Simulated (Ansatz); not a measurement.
`[CH3][SnH]([F])[Cl]` → `[CH3][Sn][Cl]` + H–F at 400 K and 1 bar (stannylene formation by 1,1-elimination).

Gas-phase electronic energies from Ansatz, PBE0-D4/def2-TZVP geometries. CCSD(T)/CBS adds triple-zeta CCSD(T) − MP2 to the extrapolated MP2 energy (def2 sets, frozen cores). This one scheme is used for every species. def2 core potentials past Kr. For Sn outer-core shells are correlated without core-valence functions, which leaves a few kJ/mol of doubt a bond.

```
              species  CCSD(T)/CBS energy (Eh)  H − E (kJ/mol)  S (J/(mol·K))
`[CH3][SnH]([F])[Cl]`               -814.13902           152.3          388.1
      `[CH3][Sn][Cl]`               -713.71101           117.5          344.7
                  H–F               -100.39570            36.5          182.2
```

H − E and S are ideal-gas, rigid-rotor, harmonic terms from PBE0-D4/def2-TZVP, for one conformer and one mirror image of each species. 1 Eh = 2625.50 kJ/mol, R = 8.31446 J/(mol·K).

Question: By hand: ΔE, ΔH, ΔS and ΔG.

Answer: ΔE = (-713.71101) + (-100.39570) − (-814.13902) = 0.03231 Eh = 84.8 kJ/mol. Δ(H − E) = 117.5 + 36.5 − 152.3 = 1.7, so ΔH = 86.5 kJ/mol. ΔS = 344.7 + 182.2 − 388.1 = 138.8 J/(mol·K). ΔG = 86.5 − 400 × (138.8)/1000 = 31.0 kJ/mol.

Question: By hand: the equilibrium constant, and the temperature at which ΔG would vanish if ΔH and ΔS stayed fixed.

Answer: log₁₀ K = −ΔG/(RT ln 10) = -4.0. ΔG = 0 at ΔH/ΔS = 623 K.

The number of gas molecules changes by +1, which sets the sign of ΔS. A doubt of 5 kJ/mol in ΔE shifts log₁₀ K by 0.7 here. Other conformers and mirror images would add mixing entropy, several J/(mol·K) or more a flexible species. Modes under 60 cm⁻¹, often nearly free rotors, make the harmonic entropy too high. These are equilibria of isolated gas molecules and say nothing of rates. Largest T1 diagnostic: 0.013 (customary marks: 0.02 for closed shells, 0.045 for open ones).
